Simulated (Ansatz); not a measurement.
Complex (SMILES): [H][H] (H2) with [SiH3][SiH3] (Si2H6), atoms 1 to 2 the first; geometry from B3LYP-D3(BJ)/def2-TZVP, monomers rigid:
```xyz
10

H      0.3397     0.0222     0.2902
H      0.6122     0.2666    -0.3576
Si     0.3200    -3.2284    -1.0917
Si     1.0226    -2.2141    -3.0850
H      0.1535    -4.6882    -1.2985
H      1.3218    -3.0132    -0.0199
H     -0.9775    -2.6616    -0.6511
H      1.2073    -0.7551    -2.8941
H      2.3113    -2.7989    -3.5296
H      0.0137    -2.4266    -4.1514
```

Basis-set convergence of the counterpoise-corrected interaction energy at PBE0 with Ansatz (an electronic-structure program). Cartesian d functions, on some or all atoms, in 6-31+G*; all else is spherical. The program fits the integrals of some runs and decomposes those of others, by size. No added dispersion term, no relativity. Functions are those of the species that has most. Reference: the value in aug-pcseg-3, -0.15 kcal/mol. Deviations are taken from unrounded values.

```
basis            functions  counterpoise-corrected interaction energy (kcal/mol)  minus reference (kcal/mol)
---------------  ---------  ----------------------------------------------------  --------------------------
STO-3G                  26                                                  0.16                        0.31
6-31G                   42                                                  0.00                        0.15
pcseg-0                 42                                                 -0.24                       -0.09
6-31+G*                 62                                                 -0.03                        0.12
def2-SVPD              112                                                 -0.21                       -0.06
aug-pcseg-1            126                                                 -0.15                        0.00
aug-cc-pV(D+d)Z        136                                                 -0.19                       -0.04
def2-TZVPD             158                                                 -0.13                        0.02
cc-pV(T+d)Z            190                                                 -0.14                        0.01
def2-TZVPP             196                                                 -0.14                        0.01
aug-pcseg-2            284                                                 -0.14                        0.02
cc-pV(5+d)Z            640                                                 -0.15                        0.00
pcseg-4                698                                                 -0.15                        0.00
```
